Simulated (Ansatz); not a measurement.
Ansatz (an electronic-structure program) input (B3LYP-D3(BJ)/def2-TZVP):

Ansatz 0.2 input:
```yaml
crystal:
  periodic: [false, false, false]
  atoms:
    - {symbol: O, position_ang: [-1.35787177, 0.20523065, -0.31050913]}
    - {symbol: B, position_ang: [-0.20516968, 0.03402022, -0.04831399]}
    - {symbol: B, position_ang: [1.36949623, -0.20130820, 0.30709699]}
    - {symbol: O, position_ang: [2.50702830, -0.37201208, 0.56208420]}
    - {symbol: H, position_ang: [-2.29182327, 0.34274447, -0.52371344]}
basis:
  gaussian:
    orbitals: def2-TZVP
hamiltonian:
  xc: b3lyp
  dispersion: d3bj
total_charge: 1
relax: {f_tol: 0.002, max_steps: 150}
```

Output:

```
Functional definition: B3LYP
integrals: 0.03 GiB planned
684 factors; their error is unknown
mean field: 0.35 GiB planned
mean field evaluation 1: about -5436.1544 eV, gradient 1.2e2 eV
mean field evaluation 2: about -5304.6827 eV, gradient 2.4e2 eV
mean field evaluation 4: about -5455.0588 eV, gradient 4.3e1 eV
mean field evaluation 8: about -5457.9519 eV, gradient 4.7e-2 eV
mean field evaluation 16: about -5457.9630 eV, gradient 1.8e-5 eV
mean field -5457.96300080 eV, -200.5764407390 hartree, gradient 1.8e-5 eV, S^2 0.000000; 0 other end points of the search recorded, 0 dependent functions left out
the calculation of the forces begins
reference -5457.96320415 eV, -200.5764482120 hartree; 13, 13 occupied and 117, 117 virtual orbitals, 684 factors
relax step   1: F+E_penalty+E_count = -5458.08617730 eV  Δ(F+E_penalty+E_count) = +0.000e0 eV  max|allowed force component| = 1.738e0 eV/Å  Δτ_max = 0.0000 Å  (30 SCF iters, accepted)
these checks for a lower state are left out or cut short: starts, cluster_reference, orbital_swaps, neighbouring_geometries, increment
integrals: 0.03 GiB planned
684 factors; their error is unknown
mean field: 0.35 GiB planned
mean field -5457.99199469 eV, -200.5775062449 hartree, gradient 1.6e-5 eV, S^2 0.000000; 0 other end points of the search recorded, 0 dependent functions left out
the calculation of the forces begins
reference -5457.99219868 eV, -200.5775137416 hartree; 13, 13 occupied and 117, 117 virtual orbitals, 684 factors
relax step   2: F+E_penalty+E_count = -5458.11464196 eV  Δ(F+E_penalty+E_count) = -2.846e-2 eV  max|allowed force component| = 2.376e-1 eV/Å  Δτ_max = 0.0201 Å  (34 SCF iters, accepted)
these checks for a lower state are left out or cut short: starts, cluster_reference, orbital_swaps, neighbouring_geometries, increment
integrals: 0.03 GiB planned
684 factors; their error is unknown
mean field: 0.35 GiB planned
mean field -5457.99270440 eV, -200.5775323264 hartree, gradient 1.7e-5 eV, S^2 0.000000; 0 other end points of the search recorded, 0 dependent functions left out
the calculation of the forces begins
reference -5457.99290852 eV, -200.5775398275 hartree; 13, 13 occupied and 117, 117 virtual orbitals, 684 factors
relax step   3: F+E_penalty+E_count = -5458.11524892 eV  Δ(F+E_penalty+E_count) = -6.070e-4 eV  max|allowed force component| = 5.519e-3 eV/Å  Δτ_max = 0.0035 Å  (36 SCF iters, accepted)
these checks for a lower state are left out or cut short: starts, cluster_reference, orbital_swaps, neighbouring_geometries, increment
integrals: 0.03 GiB planned
684 factors; their error is unknown
mean field: 0.35 GiB planned
mean field evaluation 32: about -5457.9927 eV, gradient 4.4e-2 eV
mean field -5457.99271415 eV, -200.5775326847 hartree, gradient 1.1e-5 eV, S^2 0.000000; 0 other end points of the search recorded, 0 dependent functions left out
the calculation of the forces begins
reference -5457.99291828 eV, -200.5775401862 hartree; 13, 13 occupied and 117, 117 virtual orbitals, 684 factors
relax step   4: F+E_penalty+E_count = -5458.11525116 eV  Δ(F+E_penalty+E_count) = -2.244e-6 eV  max|allowed force component| = 1.182e-3 eV/Å  Δτ_max = 0.0003 Å  (25 SCF iters, accepted)
integrals: 0.03 GiB planned
684 factors; their error is unknown
mean field: 0.35 GiB planned
mean field -5457.99271415 eV, -200.5775326847 hartree, gradient 1.1e-5 eV, S^2 0.000000; 1 other end points of the search recorded, 0 dependent functions left out
the calculation of the forces begins
reference -5457.99291828 eV, -200.5775401862 hartree; 13, 13 occupied and 117, 117 virtual orbitals, 684 factors
Total energy: -5458.11545528 eV, -200.5820433382 hartree
Atom 0 at    -1.375163     0.207736    -0.314503 Å, force     0.001125    -0.000073     0.000821 eV/Å
Atom 1 at    -0.201687     0.032931    -0.048419 Å, force    -0.000838    -0.000379    -0.001182 eV/Å
Atom 2 at     1.380046    -0.203036     0.309156 Å, force     0.000888    -0.000222    -0.000382 eV/Å
Atom 3 at     2.529958    -0.375049     0.567926 Å, force    -0.000411     0.000331     0.000675 eV/Å
Atom 4 at    -2.311495     0.346094    -0.527515 Å, force    -0.000764     0.000343     0.000069 eV/Å
Dipole moment:    -1.527574     0.227668    -0.344980 e Å
```

It need not be the lowest isomer of its formula.
